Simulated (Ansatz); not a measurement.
Calculation: Ansatz (a quantum-chemistry and plane-wave program) with frozen-core CCSD(T)/cc-pVDZ // PBE0-D3(BJ)/def2-SVP. The restricted HF reference is unstable towards unrestricted orbitals.

Ansatz 0.2 input:
```yaml
crystal:
  periodic: [false, false, false]
  atoms:
    - { symbol: C, position_ang: [1.773301, 0.032773, 1.756676] }
    - { symbol: C, position_ang: [1.331787, -0.103691, 0.493715] }
    - { symbol: Si, position_ang: [2.618956, -0.453115, -0.84998] }
    - { symbol: C, position_ang: [-0.103999, 0.041452, 0.171802] }
    - { symbol: C, position_ang: [-0.941586, 0.929897, 0.865798] }
    - { symbol: C, position_ang: [-2.292776, 1.051753, 0.55821] }
    - { symbol: C, position_ang: [-2.847611, 0.285808, -0.4671] }
    - { symbol: C, position_ang: [-2.043562, -0.595868, -1.184606] }
    - { symbol: C, position_ang: [-0.699829, -0.697934, -0.856329] }
    - { symbol: F, position_ang: [0.062358, -1.548779, -1.554107] }
    - { symbol: H, position_ang: [1.088614, 0.190272, 2.598212] }
    - { symbol: H, position_ang: [2.838544, -0.020884, 2.000194] }
    - { symbol: H, position_ang: [2.289577, 0.276858, -2.10982] }
    - { symbol: H, position_ang: [3.929476, 0.041879, -0.326741] }
    - { symbol: H, position_ang: [2.758543, -1.908833, -1.146033] }
    - { symbol: H, position_ang: [-0.504122, 1.553186, 1.648757] }
    - { symbol: H, position_ang: [-2.914115, 1.757143, 1.113963] }
    - { symbol: H, position_ang: [-3.906663, 0.37931, -0.717045] }
    - { symbol: H, position_ang: [-2.436892, -1.211225, -1.995565] }
basis:
  gaussian: { orbitals: cc-pVDZ }
correlation:
  method: ccsd_t
```

Output:

```
Functional definition: HF
1754 factors; integrals over basis functions are off by at most 1.1e-3 eV
mean field evaluation 1: about -18948.9575 eV, gradient 3.8e1 eV
mean field evaluation 2: about -18949.4133 eV, gradient 3.8e1 eV
mean field evaluation 4: about -18954.1229 eV, gradient 6.0e0 eV
mean field evaluation 8: about -18954.2357 eV, gradient 2.8e-1 eV
mean field evaluation 16: about -18953.7633 eV, gradient 1.6e0 eV
mean field -18954.23625930 eV, -696.5553348866 hartree, gradient 7.6e-6 eV, S^2 0.000000; 0 other end points of the search recorded, 0 dependent functions left out; unrestricted orbitals would lower it
14 core orbitals not correlated
reference -18954.23625930 eV, -696.5553348866 hartree; 26, 26 occupied and 149, 149 virtual orbitals, 1754 factors
second order -36.18160246 eV of doubles, -0.00000000 eV of singles
cycle   1  -36.73372096 eV  change   -5.5e-1 eV  update   1.5e-1
cycle   2  -37.80381247 eV  change    -1.1e0 eV  update   4.8e-2
cycle   3  -38.05693526 eV  change   -2.5e-1 eV  update   2.3e-2
cycle   4  -38.05687795 eV  change    5.7e-5 eV  update   6.7e-3
cycle   5  -38.05796254 eV  change   -1.1e-3 eV  update   3.0e-3
cycle   6  -38.05914125 eV  change   -1.2e-3 eV  update   7.6e-4
cycle   7  -38.05895988 eV  change    1.8e-4 eV  update   2.9e-4
cycle   8  -38.05893087 eV  change    2.9e-5 eV  update   8.6e-5
cycle   9  -38.05896182 eV  change   -3.1e-5 eV  update   3.8e-5
perturbative correction -1.54107771 eV, -0.0566335611 hartree
Total energy: -18993.83629882 eV, -698.0106094972 hartree
```

Cost: around 6 core-minutes (rough).
